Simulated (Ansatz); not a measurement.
Reaction (redistribution): `C[B](F)[SnH3]` + `O[SiH2][AlH2]` → `CB(F)[SiH2][AlH2]` + `[OH][SnH3]`

Computed with Ansatz on PBE0-D4/def2-TZVP structures; ΔE is electronic, products minus reactants. CCSD(T)/CBS adds triple-zeta CCSD(T) − MP2 to the extrapolated MP2 energy (def2 sets, frozen cores). Functionals use def2-TZVPP. B3LYP here is the variant with VWN-RPA as its local correlation; programs differ in this. Elements past krypton have def2 core potentials. For Sn outer-core shells are correlated without core-valence functions, which leaves a few kJ/mol of doubt a bond. One conformer a species, not always the lowest.

| level | ΔE (kcal/mol) |
| --- | --- |
| ωB97X-V | 13.6 |
| B2PLYP | 14.4 |
| PBE | 11.4 |
| B3LYP | 14.2 |

Q: What does CCSD(T)/CBS give? (An estimate is asked.)

A: Computed: +14.3 kcal/mol. The listed levels differ from it by -0.7, 0.1, -2.9, -0.1 kcal/mol.

Largest T1 diagnostic among the species: 0.014.

In def2-TZVPP, CCSD(T) changes the Hartree–Fock value by −2.5 kcal/mol (the triples alone add −0.9 kcal/mol) and MP2 by −1.5 kcal/mol. From PBE to PBE0 (25 % exact exchange), in def2-TZVPP and without D4, ΔE moves by +1.8 kcal/mol.
